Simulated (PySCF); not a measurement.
**Argon: a sound run and one with changed settings**

Sound run: Ar+ [Ne] 3s2 3p5, Ar(2+) [Ne] 3s2 3p4. All numbers are calculated (PySCF 2.14, the non-relativistic Hamiltonian (point nucleus), in aug-cc-pV(D+d)Z (5s4p3d, 32 functions)). The sound run starts from symmetry-adapted Hartree-Fock orbitals and uses a fine grid where one is needed.

Changed run: radial step 0.5 in ln r (0.13 in the sound run). This setting is unsound on purpose.

```tsv
species	method	sound run (hartree)	changed run (hartree)	converged
Ar+	UHF	-526.26171	-526.26171	yes
Ar+	MN15	-526.85059	-526.71240	yes
Ar+	TPSS	-526.96923	-526.97224	yes
Ar(2+)	UHF	-525.29165	-525.29165	yes
Ar(2+)	MN15	-525.82780	-525.69991	yes
Ar(2+)	TPSS	-525.95452	-525.96378	yes
```

Ionisation energy of Ar+:

```csv
method,sound run (eV),changed run (eV)
UHF,26.397,26.397
MN15,27.831,27.551
TPSS,27.611,27.442
```

A coarse radial grid mis-integrates the density and the exchange-correlation energy, with errors of either sign; Hartree-Fock needs no grid.

For comparison, NIST gives 27.630 eV between the lowest levels.
